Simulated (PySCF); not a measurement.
C2H6N, SMILES C[N]C, multiplicity 2. Atoms are numbered in the order given.

```xyz
9

C      1.1815     0.0001    -0.1686
N      0.0000     0.0000     0.6323
C     -1.1815    -0.0001    -0.1686
H      2.0739     0.0052     0.4585
H      1.2122     0.8772    -0.8344
H      1.2168    -0.8835    -0.8256
H     -1.2168     0.8835    -0.8256
H     -2.0739    -0.0052     0.4585
H     -1.2122    -0.8772    -0.8344
```
Charge 0, spin multiplicity 2.

Coordinates come from a PBE0-D3(BJ)/def2-TZVP optimisation. The isomer is the one that the SMILES or the coordinates give; other isomers of the formula were not compared.

Calculation: TDA-PBE0/def2-SVPD run with PySCF.

Vertical excitations. Isolated molecule, no solvent.

Computed lowest excited states:
| state | energy (eV) | λ (nm) | f | main pairs |
|---|---|---|---|---|
| root 1 | 2.18 | 569 | 0.000 | β HOMO→LUMO 98 % |
| root 2 | 6.19 | 200 | 0.000 | β HOMO−1→LUMO 93 % |
| root 3 | 6.62 | 187 | 0.018 | α HOMO→LUMO 98 % |
| root 4 | 6.71 | 185 | 0.005 | α HOMO−1→LUMO 7 %, β HOMO→LUMO+1 91 % |
| root 5 | 7.23 | 171 | 0.056 | β HOMO−2→LUMO 98 % |
| root 6 | 7.27 | 170 | 0.017 | α HOMO−1→LUMO 91 %, β HOMO→LUMO+1 7 % |
| root 7 | 7.59 | 163 | 0.000 | α HOMO→LUMO+1 98 % |
| root 8 | 7.60 | 163 | 0.005 | β HOMO→LUMO+2 97 % |
| root 9 | 8.03 | 154 | 0.000 | β HOMO−3→LUMO 91 % |
| root 10 | 8.13 | 152 | 0.013 | α HOMO−1→LUMO+1 96 % |
Unrestricted roots are not spin-pure.
